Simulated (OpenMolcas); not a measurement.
# V4+, Nb4+, Ta4+: d down the group

```yaml
Program: OpenMolcas
Method: SS-CASPT2, IPEA 0.25 Eh, imaginary shift 0.1 Eh
Basis: ANO-RCC-VQZP
Scalar_Hamiltonian: DKH2, point nucleus
Spin-orbit_coupling: state interaction with AMFI integrals over the reference wave functions, term energies averaged over their components
```

Active space for each ion: 1 electron in 5 orbitals (d); closed shells correlated by CASPT2: V4+ 3s 3p; Nb4+ 4s 4p; Ta4+ 5s 5p.

Computed levels in cm-1 above ²D_3/2:

| Level | V4+ | Nb4+ | Ta4+ |
| --- | --- | --- | --- |
| ²D_5/2 | 596 | 1787 | 6780 |
| weight of ²D in the lowest level (%) | 100 | 100 | 100 |

Measured, with the error of the calculation in %. Measured levels: V4+ from Sugar and Corliss, J. Phys. Chem. Ref. Data 7, 1191 (1978); Nb4+ from Moore, Atomic Energy Levels, vol. II, NSRDS-NBS 35 (1971 reprint of NBS Circular 467, 1952).

```csv
Level,V4+,Nb4+
²D_5/2,625 (-4.6),1870 (-4.5)
```

The fine-structure level ²D_5/2 changes by a factor of 11.4 from V4+ to Ta4+.

CASPT2 breaks the degeneracy within a term, and the mean is taken; among the terms shown or strongly mixed into the levels shown the widest spread is 18 cm-1 (3d ²D, V4+). With one active electron, CASPT2 adds the correlation within the correlated inactive shells and between them and that electron, and leaves the splitting within a term as the reference gives it. Computed and measured levels are paired by configuration, term and J; levels that our copy of the source lacks, or whose pairing is in doubt (as where it misses far off the trend of its configuration), stay unpaired and out of the deviations. Only configurations of the active space appear.
